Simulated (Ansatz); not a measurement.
| atom | x (Å) | y (Å) | z (Å) |
| --- | --- | --- | --- |
| C | 0.0000 | -0.0273 | -0.5970 |
| O | 0.0000 | -0.0604 | 0.6881 |
| H | 0.0000 | -0.9832 | -0.9301 |
| H | -0.8233 | 0.4285 | -0.9891 |
| H | 0.8233 | 0.4285 | -0.9891 |
| H | 0.0000 | 0.7728 | 0.9856 |

Basis set: cc-pVDZ (spherical functions). Correlated methods keep 2 orbitals frozen. Charge 0, multiplicity 1.

Computed with Ansatz (development build ahead of 0.2.0); each method stands on the lowest determinant of its kind that the runs found. Restricted open shells among the atoms or ions are ROHF, correlated in semicanonical orbitals with singles.

Q: Give the atomization energy at this shape (free ground-state atoms in the same class of orbitals less the molecule, no zero-point energy) of singlet CH₄O by RHF-MP2, RHF.

A:

```tsv
method	atomization energy
RHF-MP2	19.54 eV
RHF	15.00 eV
```

Caution: no unrestricted run beside it, a lower state can exist; the shape is not the minimum.
